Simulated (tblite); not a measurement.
Compound: C₆H₆F (doublet state).
Atom-mapped SMILES: `[F:1][C@@:2]12[CH:3][CH2:4][C@@H:5]1[CH:6]=[CH:7]2` (hydrogens: H8 on C3; H9, H10 on C4; H11 on C5; H12 on C6; H13 on C7)

Computed with GFN2-xTB (tblite): harmonic, unscaled wavenumbers at the GFN2-xTB geometry, gas phase. This tight-binding method is rough: wavenumbers can miss measured ones by several per cent, in bad cases by 10 to 20. Open shells enter through the occupations alone, without spin polarisation, and single modes of such species can be off by tens of per cent.

Harmonic wavenumbers (cm⁻¹): 177.1, 221.3, 302.5, 338.6, 402.9, 464.6, 641.0, 741.2, 800.9, 806.7, 855.2, 910.8, 970.4, 981.1, 1002.7, 1030.4, 1034.3, 1038.3, 1077.3, 1128.3, 1164.6, 1182.6, 1224.5, 1249.9, 1256.3, 1427.5, 1626.4, 2905.8, 2940.8, 3046.9, 3124.9, 3143.3, 3166.6.

A = 4064, B = 3376, C = 2408 MHz; mass 97.045 u (most abundant isotopes); point group C1, symmetry number 1; spin multiplicity 2.

Question: What is the zero-point energy?

Answer: Half the sum of the wavenumbers: 21193 cm⁻¹ = 253.52 kJ/mol.

Question: What is S at 298.15 K and 1 bar for an ideal gas of classical rigid rotors and harmonic oscillators?

Answer: Translation 165.92, rotation 111.62, vibration 45.50, spin (R ln 2) 5.76: S = 328.8 J/(mol K).

Question: And Cp and H(298.15 K) − H(0)?

Answer: Cp = 107.17 J/(mol K), of which vibrations give 73.91 (their classical limit is 33 R = 274.4); H(298.15 K) − H(0) = 18.67 kJ/mol without the zero-point energy, 8.75 from vibrations.

Question: Which modes carry the vibrational entropy at 298.15 K?

Answer: 177.1 cm⁻¹: 9.87; 221.3 cm⁻¹: 8.15; 302.5 cm⁻¹: 5.87; 338.6 cm⁻¹: 5.10; 402.9 cm⁻¹: 3.98; 464.6 cm⁻¹: 3.15 J/(mol K); the other 27 give 9.37 together.

Question: What must be added to the electronic energy to get the Gibbs energy at 298.15 K and 1 bar?

Answer: ZPE + [H(298.15 K) − H(0)] − T·S = 253.52 + 18.67 − 98.03 = 174.16 kJ/mol.

Question: How do the functions run with temperature in this model?

Answer: 
| T (K) | S (J/(mol K)) | Cp (J/(mol K)) | H − H(0) (kJ/mol) | G − H(0) (kJ/mol) | ln q(vib) |
| --- | --- | --- | --- | --- | --- |
| 100 | 252.2 | 47.1 | 3.72 | -21.49 | 0.15 |
| 200 | 293.1 | 74.7 | 9.78 | -48.83 | 0.89 |
| 300 | 329.5 | 107.8 | 18.87 | -79.97 | 1.96 |
| 500 | 399.3 | 167.0 | 46.72 | -152.93 | 4.65 |
| 800 | 490.2 | 218.0 | 105.31 | -286.82 | 9.10 |
| 1000 | 541.1 | 238.4 | 151.06 | -390.06 | 12.00 |

q(vib) and H(0) count from the zero-point level.

Hindered rotation and anharmonicity are outside this model. The structure is chiral; the term R ln 2 for an equal mix with its mirror image is left out.
